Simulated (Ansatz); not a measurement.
`C[S][InH2]` + `CB(O)F` → `O[B](F)[InH2]` + `CSC`  (formal exchange of groups at the In–S bond)

Calculated with Ansatz (gas phase, PBE0-D4/def2-TZVP geometries, no zero-point term in ΔE). CBS: MP2 limit from def2 TZ/QZ plus the TZ coupled-cluster correction, frozen cores. Functionals use def2-TZVPP. HSE06 is defined as in plane-wave codes. Elements past krypton have def2 core potentials. For In outer-core shells are correlated without core-valence functions, which leaves a few kJ/mol of doubt a bond. One conformer a species, not always the lowest.

CCSD(T)/CBS gives +174.9 kJ/mol.

Problem. Another level gave +170.3 kJ/mol. Which?
A. HF/def2-TZVPP
B. PBE-QIDH/def2-TZVPP
C. RPA@PBE/def2-TZVPP
D. HSE06/def2-TZVPP

Solution. D. HSE06 170.3, PBE-QIDH 175.2, RPA@PBE/def2-TZVPP 162.5, HF/def2-TZVPP 181.7 kJ/mol.

Largest T1 diagnostic among the species: 0.014.

From PBE to PBE0 (25 % exact exchange), in def2-TZVPP and without D4, ΔE moves by +5.0 kJ/mol. At CCSD(T), def2-SVP lies +9.2 kJ/mol from the extrapolated value and def2-TZVPP −3.5 kJ/mol. In def2-TZVPP, CCSD(T) changes the Hartree–Fock value by −10.3 kJ/mol (the triples alone add −0.4 kJ/mol) and MP2 by −6.0 kJ/mol.
